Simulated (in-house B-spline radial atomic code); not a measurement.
Radial electron density of the bromine ion Br⁶⁺, [Ar] 3d9 4s1 4d1. Computed with an all-electron radial atomic-structure program (B-spline basis): non-relativistic B97-1, spin-polarised, spherical fractional occupations, exact exchange averaged over the configuration, point nucleus.

Columns: r (bohr), 4πr²n(r) (electrons per bohr), bar.

```
 0.00188    1.152 #
 0.00229    1.661 #
 0.00279    2.381 ##
  0.0034    3.388 ###
 0.00414     4.77 ####
 0.00505     6.66 ######
 0.00616    9.169 ########
 0.00751     12.4 ###########
 0.00915    16.42 ##############
  0.0112    21.33 ###################
  0.0136    26.63 #######################
  0.0166    32.25 ############################
  0.0202    37.31 ################################
  0.0246     41.1 ####################################
    0.03    42.79 #####################################
  0.0366       42 #####################################
  0.0446    39.29 ##################################
  0.0544    36.28 ################################
  0.0663    35.32 ###############################
  0.0809    38.11 #################################
  0.0986    44.04 ######################################
    0.12    49.71 ###########################################
   0.147    50.62 ############################################
   0.179    44.69 #######################################
   0.218    35.18 ###############################
   0.265     28.6 #########################
   0.324    28.74 #########################
   0.395    32.72 ############################
   0.481    33.61 #############################
   0.586     27.9 ########################
   0.715    18.08 ################
   0.871    9.416 ########
    1.06    4.475 ####
     1.3    2.452 ##
    1.58    1.667 #
    1.92     1.04 #
    2.35   0.4836 
    2.86   0.1635 
    3.49  0.03589 
    4.25 0.004574 
    5.18 0.000281 
    6.32 6.921e-06
```

On this grid the curve has 3 maxima, near 0.03, 0.147, 0.481 bohr.

The 3d down radial function P(r) = rR(r), positive near the nucleus:

```tsv
r (bohr)	P
0.0136	0.001566
0.0202	0.004763
0.03	0.014
0.0446	0.03927
0.0663	0.1028
0.0986	0.2445
0.147	0.5118
0.218	0.8914
0.324	1.245
0.481	1.313
0.715	0.9882
1.06	0.4875
1.58	0.1314
2.35	0.01317
```
